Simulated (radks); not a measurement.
The numbers below are computed, except where a source is named.
Excited configurations of the erbium ion Er2+: one electron is placed in a higher orbital outside [Xe] 4f11. The ground configuration is [Xe] 4f12. Code: a radial shooting solver on a logarithmic mesh with Libxc functionals. Model: Dirac Kohn-Sham, BLYP, spin-unpolarised, spherical densities, finite nucleus; open shells are shared between the two j in proportion to 2j + 1; Fermi nuclear charge, rms radius 5.2516 fm. Excitation = E - E(ground); binding = E(ion) - E, where the ion is the core of charge +3; n* = 3/sqrt(2 binding) in atomic units, and the quantum defect is n - n*. Eigenvalue and <r> are those of j = l + 1/2.

| outer orbital | excitation (eV) | binding (eV) | n* | quantum defect | eigenvalue (eV) | <r> (bohr) |
|---|---|---|---|---|---|---|
| 5d | 6.006 | 19.974 | 2.476 | 2.524 | -14.996 | 2.348 |
| 5f | 18.108 | 7.872 | 3.944 | 1.056 | -6.104 | 5.636 |
| 6s | 5.449 | 20.531 | 2.442 | 3.558 | -17.081 | 3.161 |
| 6p | 10.484 | 15.496 | 2.811 | 3.189 | -12.484 | 3.896 |
| 6d | 16.386 | 9.594 | 3.573 | 2.427 | -7.875 | 5.606 |
| 6f | 20.615 | 5.365 | 4.777 | 1.223 | -4.360 | 9.613 |
| 7s | 15.603 | 10.377 | 3.435 | 3.565 | -8.838 | 6.108 |
| 7p | 17.391 | 8.589 | 3.776 | 3.224 | -7.148 | 7.128 |
| 7d | 19.924 | 6.056 | 4.497 | 2.503 | -5.036 | 9.451 |
| 7f | 22.137 | 3.843 | 5.645 | 1.355 | -3.204 | 14.46 |

The Delta-SCF ionisation energy is 25.980 eV (NIST Atomic Spectra Database: 22.70 eV, semi-empirical). Self-interaction in the functional shifts the binding energies and quantum defects, so they are the method's values and not measured ones. Spin polarisation and multiplet splitting are left out, so open shells lie too high by an amount that depends on their filling. Sharing an open shell by 2j + 1 raises it above the true ground level by a part of the spin-orbit splitting, which enters the differences from NIST.

Beside tabulated values, note that spin-unpolarised runs miss the spin-polarisation part of the exchange energy of open shells.
